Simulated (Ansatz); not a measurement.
A single point on CH2InN.

```yaml
crystal:
  periodic: [false, false, false]
  atoms:
    - {symbol: C, position_ang: [-0.269516, -1.469137, 0.497649]}
    - {symbol: N, position_ang: [0.129540, -0.432316, 0.225845]}
    - {symbol: In, position_ang: [1.243006, 2.039359, -0.349755]}
    - {symbol: H, position_ang: [-0.645018, -2.437810, 0.750396]}
    - {symbol: H, position_ang: [-0.408114, 2.226205, -1.165436]}
basis:
  gaussian: {orbitals: def2-TZVPP}
hamiltonian: {xc: pbe}
correlation: {method: rpa}
```

```sh
$ ansatz run in.yaml --threads 2 --pin off --events-out ev --progress --plain --max-ram 4352MiB
```

Output, abridged:

```
Functional definition: PBE
1026 factors; integrals over basis functions are off by at most 8.7e-4 eV
mean field evaluation 1: about -7724.0297 eV, gradient 5.1e1 eV
mean field evaluation 2: about -7724.0253 eV, gradient 5.1e1 eV
mean field evaluation 4: about -7726.9174 eV, gradient 3.7e1 eV
mean field evaluation 8: about -7729.9186 eV, gradient 7.1e-1 eV
mean field evaluation 16: about -7729.9188 eV, gradient 9.1e-5 eV
mean field -7729.91884346 eV, -284.0692779698 hartree, gradient 6.6e-6 eV, S^2 0.000000; 0 other end points of the search recorded, 0 dependent functions left out
6 core orbitals not correlated: weight in the atoms' cores, before any rotation towards them, 1.000 or more for the frozen orbitals, at most 0.000 for the correlated occupied ones
reference -7691.42955847 eV, -282.6548228357 hartree; 12, 12 occupied and 122, 122 virtual orbitals, 1026 factors
Total energy: -7716.98972534 eV, -283.5941416427 hartree
```

Hardware: 2 threads of an Intel Xeon Platinum 8375C on a shared host. Wall time 2.5 s, peak host memory 0.3 GiB.
